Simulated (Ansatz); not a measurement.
Coupled-cluster diagnostics for Be₅S₄⁺, Ansatz.

Geometry of the doublet (PBE-D4/def2-SVP):

```tsv
atom	x (Å)	y (Å)	z (Å)
Be1	1.094	-1.238	0.017
Be2	-0.843	-2.794	-1.636
Be3	-1.594	-0.419	0.004
Be4	1.770	1.212	0.433
Be5	-0.803	1.995	0.415
S6	0.738	2.461	1.427
S7	-0.659	-2.168	0.335
S8	2.610	-0.271	-0.481
S9	-2.313	1.223	-0.514
```

Correlated methods freeze 20 core orbitals. Another isomer (doublet) lies 1.03 eV lower at PBE0-D4/def2-TZVP; other spin states weren't run for this one.

(1) Estimate the CCSD(T) correlation energy, the shares of MP2 and (T), T1 and the reference's ⟨S²⟩ for: charge 1, doublet, own geometry in def2-SVP; and the rough time on 4 threads of Intel Xeon on a shared host.

Answers

(1) 
| state | basis | correlation (eV) | MP2 share (%) | (T) share (%) | T1 | ⟨S²⟩ (pure) | wall time |
| --- | --- | --- | --- | --- | --- | --- | --- |
| charge 1, doublet, own geometry | def2-SVP | -18.634 | 88.6 | 3.7 | 0.013 | 0.75 (0.75) | 71 s |
Customary marks for T1 are 0.02 (closed shells), 0.045 (open shells) and about 0.05 (3d metals). T1 stays under 0.02 throughout.
